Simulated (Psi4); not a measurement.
HCl₃Ge, singlet, at a GFN2-xTB geometry, with bond 3-1 at 3.0 times its length; Psi4 1.11 with HF/3-21G.

Input for Psi4:
```
memory 2 GB

molecule mol {
0 1
Ge   -0.029779   -0.002099    0.416850
Cl   -0.201481    1.973713   -0.305508
Cl    5.568838   -2.370901   -1.355246
Cl   -1.570755   -1.177489   -0.419194
H    -0.138315   -0.009749    1.936159
}

set {
  basis 3-21g
  reference rhf
  stability_analysis check
  scf_type pk
}

energy('scf')
print_variables()
```

Output, abridged:

```
   => Loading Basis Set <=

    Name: 3-21G
    Role: ORBITAL
    Keyword: BASIS

         ---------------------------------------------------------
                                   SCF
               by Justin Turney, Rob Parrish, Andy Simmonett
                          and Daniel G. A. Smith
                              RHF Reference
         ---------------------------------------------------------

  ==> Geometry <==

    Molecular point group: c1
    Full point group: C1

    Geometry (in Angstrom), charge = 0, multiplicity = 1:

       Center              X                  Y                   Z               Mass
    ------------   -----------------  -----------------  -----------------  -----------------
         GE          -0.755008867495     0.305012861610     0.639097716500    73.921177761000
         CL          -0.926710867495     2.280824861610    -0.083260283500    34.968852682000
         CL           4.843608132505    -2.063789138390    -1.132998283500    34.968852682000
         CL          -2.295984867495    -0.870377138390    -0.196946283500    34.968852682000
         H           -0.863544867495     0.297362861610     2.158406716500     1.007825032230

  Running in c1 symmetry.

  Rotational constants: A =      0.06937  B =      0.01280  C =      0.01134 [cm^-1]
  Rotational constants: A =   2079.65071  B =    383.82072  C =    339.87554 [MHz]
  Nuclear repulsion =  423.038705350976329

  Charge       = 0
  Multiplicity = 1
  Electrons    = 84
  Nalpha       = 42
  Nbeta        = 42

  ==> Algorithm <==

  SCF Algorithm Type is PK.
  DIIS enabled.
  MOM disabled.
  Fractional occupation disabled.
  Guess Type is SAD.
  Energy threshold   = 1.00e-06
  Density threshold  = 1.00e-06
  Integral threshold = 1.00e-12

  ==> Primary Basis <==

  Basis Set: 3-21G
    Blend: 3-21G
    Number of shells: 33
    Number of basis functions: 64
    Number of Cartesian functions: 64
    Spherical Harmonics?: false
    Max angular momentum: 2

  ==> Integral Setup <==

  Using in-core PK algorithm.
   Calculation information:
      Number of atoms:                   5
      Number of AO shells:              33
      Number of primitives:             72
      Number of atomic orbitals:        64
      Number of basis functions:        64

      Integral cutoff                 1.00e-12
      Number of threads:                 1

  Performing in-core PK
  Using 4328480 doubles for integral storage.
  We computed 73490 shell quartets total.
  Whereas there are 157641 unique shell quartets.

  ==> DiskJK: Disk-Based J/K Matrices <==

    J tasked:                  Yes
    K tasked:                  Yes
    wK tasked:                  No
    Schwarz Cutoff:          1E-12

  Minimum eigenvalue in the overlap matrix is 1.3167557572E-02.
  Reciprocal condition number of the overlap matrix is 3.4497620168E-03.
    Using symmetric orthogonalization.

  ==> Pre-Iterations <==

  SCF Guess: Superposition of Atomic Densities via on-the-fly atomic UHF (no occupation information).

   -------------------------
    Irrep   Nso     Nmo
   -------------------------
     A         64      64
   -------------------------
    Total      64      64
   -------------------------

  ==> Iterations <==

                        Total Energy        Delta E     RMS |[F,P]|

   @RHF iter SAD: -3433.39826824979127   -3.43340e+03   0.00000e+00
   @RHF iter   1: -3437.35922948548250   -3.96096e+00   1.41270e-02 ADIIS/DIIS
   @RHF iter   2: -3437.22267148630954    1.36558e-01   9.17645e-03 ADIIS/DIIS
   @RHF iter   3: -3437.56789400740854   -3.45223e-01   6.39341e-03 ADIIS/DIIS
   @RHF iter   4: -3437.65466647198036   -8.67725e-02   3.05843e-03 ADIIS/DIIS
   @RHF iter   5: -3437.67500408926026   -2.03376e-02   1.41683e-03 ADIIS/DIIS
   @RHF iter   6: -3437.26577534095031    4.09229e-01   7.71946e-03 ADIIS/DIIS
   @RHF iter   7: -3437.27488815428751   -9.11281e-03   7.51749e-03 ADIIS/DIIS
   @RHF iter   8: -3437.67913857385292   -4.04250e-01   8.72650e-04 ADIIS/DIIS
   @RHF iter   9: -3437.27350159277103    4.05637e-01   7.54181e-03 ADIIS/DIIS
   @RHF iter  10: -3437.26925812684931    4.24347e-03   7.64631e-03 ADIIS/DIIS
   @RHF iter  11: -3437.26871691992801    5.41207e-04   7.64886e-03 ADIIS/DIIS
   @RHF iter  12: -3437.27456312368986   -5.84620e-03   7.53091e-03 ADIIS/DIIS
   @RHF iter  13: -3437.26934072779022    5.22240e-03   7.64295e-03 ADIIS/DIIS
   @RHF iter  14: -3437.68174076208925   -4.12400e-01   8.81494e-04 ADIIS/DIIS
   @RHF iter  15: -3437.34513743584284    3.36603e-01   7.63236e-03 ADIIS/DIIS
   @RHF iter  16: -3437.54749739431554   -2.02360e-01   5.95594e-03 ADIIS/DIIS
   @RHF iter  17: -3437.34204490717957    2.05452e-01   7.62136e-03 ADIIS/DIIS
   @RHF iter  18: -3437.54755630585714   -2.05511e-01   5.99653e-03 ADIIS/DIIS
   @RHF iter  19: -3437.69408362579543   -1.46527e-01   7.94966e-04 ADIIS/DIIS
   @RHF iter  20: -3437.68357742581429    1.05062e-02   1.06717e-03 ADIIS/DIIS
   @RHF iter  21: -3437.69972865787577   -1.61512e-02   5.41732e-04 ADIIS/DIIS
   @RHF iter  22: -3437.70180567938769   -2.07702e-03   4.39533e-04 ADIIS/DIIS
   @RHF iter  23: -3437.70085622206170    9.49457e-04   4.96706e-04 ADIIS/DIIS
   @RHF iter  24: -3437.68789583951184    1.29604e-02   2.52025e-03 ADIIS/DIIS
   @RHF iter  25: -3437.70708329655417   -1.91875e-02   3.42093e-04 ADIIS/DIIS
   @RHF iter  26: -3437.70746002082706   -3.76724e-04   3.58778e-04 ADIIS/DIIS
   @RHF iter  27: -3437.70503140656501    2.42861e-03   5.24588e-04 ADIIS/DIIS
   @RHF iter  28: -3437.70821310091560   -3.18169e-03   3.17400e-04 ADIIS/DIIS
   @RHF iter  29: -3437.70917639627623   -9.63295e-04   2.31866e-04 ADIIS/DIIS
   @RHF iter  30: -3437.70938853017742   -2.12134e-04   1.24418e-04 ADIIS/DIIS
   @RHF iter  31: -3437.70949595620823   -1.07426e-04   2.71778e-05 DIIS
   @RHF iter  32: -3437.70949939246202   -3.43625e-06   2.51470e-05 DIIS
   @RHF iter  33: -3437.70949931057339    8.18886e-08   2.48390e-05 DIIS
[...]
   @RHF iter  43: -3437.70956193916072    2.54774e-05   1.28042e-04 ADIIS/DIIS
   @RHF iter  44: -3437.70966583071777   -1.03892e-04   6.41198e-05 DIIS
   @RHF iter  45: -3437.70966389432624    1.93639e-06   1.56327e-05 DIIS
   @RHF iter  46: -3437.70961495379561    4.89405e-05   7.00936e-05 DIIS
   @RHF iter  47: -3437.70962442073187   -9.46694e-06   4.79015e-05 DIIS
   @RHF iter  48: -3437.70967160681948   -4.71861e-05   2.68321e-05 DIIS
   @RHF iter  49: -3437.70761582981550    2.05578e-03   6.09203e-04 ADIIS/DIIS
   @RHF iter  50: -3437.70891491529346   -1.29909e-03   3.83198e-04 ADIIS/DIIS
   @RHF iter  51: -3437.70969258899413   -7.77674e-04   1.31691e-04 ADIIS/DIIS
   @RHF iter  52: -3437.70962630450686    6.62845e-05   1.73440e-04 ADIIS/DIIS
   @RHF iter  53: -3437.70893098903798    6.95315e-04   3.87146e-04 ADIIS/DIIS
   @RHF iter  54: -3437.70867085771397    2.60131e-04   4.40897e-04 ADIIS/DIIS
   @RHF iter  55: -3437.70926514744360   -5.94290e-04   3.08858e-04 ADIIS/DIIS
   @RHF iter  56: -3437.70974490065873   -4.79753e-04   1.15923e-04 ADIIS/DIIS
   @RHF iter  57: -3437.70726112239117    2.48378e-03   6.57571e-04 ADIIS/DIIS
   @RHF iter  58: -3437.70936409602064   -2.10297e-03   2.08084e-04 ADIIS/DIIS
   @RHF iter  59: -3437.70938028531646   -1.61893e-05   2.43387e-04 ADIIS/DIIS
   @RHF iter  60: -3437.70967968238756   -2.99397e-04   4.24381e-05 DIIS
   @RHF iter  61: -3437.70976416542453   -8.44830e-05   1.20631e-04 ADIIS/DIIS
   @RHF iter  62: -3437.70878615786842    9.78008e-04   4.43360e-04 ADIIS/DIIS
   @RHF iter  63: -3437.70973771987838   -9.51562e-04   3.46143e-05 DIIS
   @RHF iter  64: -3437.70975320038315   -1.54805e-05   2.07279e-05 DIIS
   @RHF iter  65: -3437.70966552920027    8.76712e-05   3.43870e-05 DIIS
   @RHF iter  66: -3437.70971597599737   -5.04468e-05   2.87130e-05 DIIS
   @RHF iter  67: -3437.70845866797163    1.25731e-03   5.09302e-04 ADIIS/DIIS
   @RHF iter  68: -3437.70954643577579   -1.08777e-03   1.71456e-04 ADIIS/DIIS
   @RHF iter  69: -3437.70958311537015   -3.66796e-05   1.58874e-05 DIIS
   @RHF iter  70: -3437.70969211819738   -1.09003e-04   1.68125e-04 ADIIS/DIIS
   @RHF iter  71: -3437.70957677999195    1.15338e-04   2.35140e-04 ADIIS/DIIS
   @RHF iter  72: -3437.69812401310310    1.14528e-02   1.45571e-03 ADIIS/DIIS
   @RHF iter  73: -3437.70513989653318   -7.01588e-03   9.25223e-04 ADIIS/DIIS
   @RHF iter  74: -3437.69818804399256    6.95185e-03   1.45112e-03 ADIIS/DIIS
   @RHF iter  75: -3437.70679901781796   -8.61097e-03   7.50116e-04 ADIIS/DIIS
   @RHF iter  76: -3437.70648938292516    3.09635e-04   7.86797e-04 ADIIS/DIIS
   @RHF iter  77: -3437.70606277137358    4.26612e-04   8.36368e-04 ADIIS/DIIS
   @RHF iter  78: -3437.69754306416144    8.51971e-03   1.49263e-03 ADIIS/DIIS
   @RHF iter  79: -3437.70886205737179   -1.13190e-02   2.97489e-04 ADIIS/DIIS
   @RHF iter  80: -3437.70439882336041    4.46323e-03   9.87156e-04 ADIIS/DIIS
   @RHF iter  81: -3437.70248366532905    1.91516e-03   1.14767e-03 ADIIS/DIIS
   @RHF iter  82: -3437.69228195208507    1.02017e-02   1.77264e-03 ADIIS/DIIS
   @RHF iter  83: -3437.69330310423675   -1.02115e-03   1.71979e-03 ADIIS/DIIS
   @RHF iter  84: -3437.70699280669169   -1.36897e-02   7.28497e-04 ADIIS/DIIS
   @RHF iter  85: -3437.69628812398241    1.07047e-02   1.56373e-03 ADIIS/DIIS
   @RHF iter  86: -3437.70625565422188   -9.96753e-03   7.67807e-04 ADIIS/DIIS
   @RHF iter  87: -3437.71005360680283   -3.79795e-03   9.32918e-05 DIIS
   @RHF iter  88: -3437.70946588508923    5.87722e-04   3.38729e-04 ADIIS/DIIS
   @RHF iter  89: -3437.70997283367160   -5.06949e-04   1.79140e-04 ADIIS/DIIS
   @RHF iter  90: -3437.71020253202687   -2.29698e-04   5.11343e-05 DIIS
   @RHF iter  91: -3437.71024621766628   -4.36856e-05   8.13919e-06 DIIS
   @RHF iter  92: -3437.70996807417123    2.78143e-04   2.34790e-04 ADIIS/DIIS
   @RHF iter  93: -3437.71028633501919   -3.18261e-04   1.64008e-05 DIIS
   @RHF iter  94: -3437.71008530053859    2.01034e-04   1.87255e-04 ADIIS/DIIS
   @RHF iter  95: -3437.71015326758743   -6.79670e-05   1.66603e-04 ADIIS/DIIS
   @RHF iter  96: -3437.70929386666739    8.59401e-04   4.19208e-04 ADIIS/DIIS
   @RHF iter  97: -3437.71015655383462   -8.62687e-04   1.68846e-04 ADIIS/DIIS
   @RHF iter  98: -3437.71017458796314   -1.80341e-05   1.64574e-04 ADIIS/DIIS
   @RHF iter  99: -3437.71030793352611   -1.33346e-04   7.71880e-05 DIIS
   @RHF iter 100: -3437.71032105857921   -1.31251e-05   5.82198e-05 DIIS

PsiException: Could not converge SCF iterations in 100 iterations.

  Failed to converge.

Traceback (most recent call last):
  File "psi4", line 375, in <module>
  File "<string>", line 28, in <module>
  File "site-packages/psi4/driver/driver.py", line 533, in energy
  File "site-packages/psi4/driver/procrouting/proc.py", line 2760, in run_scf
  File "site-packages/psi4/driver/procrouting/proc.py", line 2047, in scf_helper
  File "site-packages/psi4/driver/procrouting/scf_proc/scf_iterator.py", line 93, in scf_compute_energy
  File "site-packages/psi4/driver/procrouting/scf_proc/scf_iterator.py", line 86, in scf_compute_energy
  File "site-packages/psi4/driver/procrouting/scf_proc/scf_iterator.py", line 609, in scf_iterate

psi4.driver.p4util.exceptions.SCFConvergenceError: Could not converge SCF iterations in 100 iterations.

Printing out the relevant lines from the Psithon --> Python processed input file:
    core.IO.set_default_namespace("mol")
    core.set_global_option("BASIS", "3-21g")
    core.set_global_option("REFERENCE", "rhf")
    core.set_global_option("STABILITY_ANALYSIS", "check")
    core.set_global_option("SCF_TYPE", "pk")
--> energy('scf')
    print_variables()

!-------------------------------------------------------!
!                                                       !
!  Could not converge SCF iterations in 100 iterations. !
!                                                       !
!-------------------------------------------------------!
```

The run did not converge; its last values are not results.
